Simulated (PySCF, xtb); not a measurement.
BiI₂, SMILES [I][Bi][I], multiplicity 2.

Harmonic wavenumbers (cm⁻¹) from GFN2-xTB (xtb 6.7.1) at its own minimum, in rising order: 56, 189, 200.

Problem. What does PBE-D3(BJ)/def2-SVP in PySCF give at its own minimum? (An estimate is asked for; the answer gives what the named calculation found.)

Solution. 48, 166, 168. Paired by order, the mean absolute difference is 21 cm⁻¹ and the zero-point energies are 0.6 and 0.5 kcal/mol.
